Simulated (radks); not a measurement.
Task: These are the eigenvalues of the occupied orbitals of an atom or ion with whole-number occupations (Ry). All-electron calculation, Dirac Kohn-Sham, LDA (Slater exchange, Perdew-Wang correlation), spin-unpolarised, spherical densities, finite nucleus; Fermi nuclear charge, rms radius of each element as measured or else 0.836 A^(1/3) + 0.57 fm. Program: a radial shooting solver on a logarithmic mesh with Libxc functionals.

1s1/2: -2738.498
2s1/2: -437.1982
2p1/2: -412.3599
2p3/2: -384.3365
3s1/2: -96.36861
3p1/2: -85.91580
3p3/2: -80.49986
3d3/2: -62.08081
3d5/2: -60.92471
4s1/2: -22.99583
4p1/2: -19.18728
4p3/2: -18.04205
4d3/2: -11.79503
4d5/2: -11.59844
5s1/2: -7.10806
5p1/2: -5.96932

Which element is it, and in what charge state? The configuration may be excited. Open shells, if any, fill j = l - 1/2 first.

Result: Z = 56, barium, charge +6: Ba6+ in [Kr] 4d10 5s2 5p2. The list shows which subshells hold electrons but not how many an open one holds; the 1s level, -1369.2 hartree, gives Z - s = 52.3 by -(Z - s)^2/2, which with screening and relativity narrows Z to a few neighbours, and the depths of the outer levels then fix element, charge and occupations together.
